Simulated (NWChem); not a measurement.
System: CdS; SMILES [S]=[Cd]

The following NWChem deck was run.

```
start job
memory heap 200 mb stack 900 mb global 1100 mb
geometry units angstroms noautoz
  Cd     0.000000     0.000000    -0.568727
  S      0.000000     0.000000     1.687126
end
basis spherical
  Cd library def2-svp
  S library def2-svp
end
ecp
  Cd library def2-ecp
end
dft
  xc slater pw91lda
  iterations 150
  mulliken
end
task dft energy
```

Structure relaxed at the PBE-D3(BJ)/def2-SVP level. def2 effective core potentials on Cd; no spin-orbit coupling.

**Question.** Give the results of this calculation. (LDA (Slater exchange, PW92)/def2-SVP with def2 effective core potentials on Cd.) Quantities: energy (Ha); highest occupied level (eV); orbital gap (eV); dipole (D).

**Answer.** The energy (Ha) is -564.09. The highest occupied level (eV) is -5.32 and the orbital gap (eV) comes out as 0.25. The dipole (D) is 4.58.
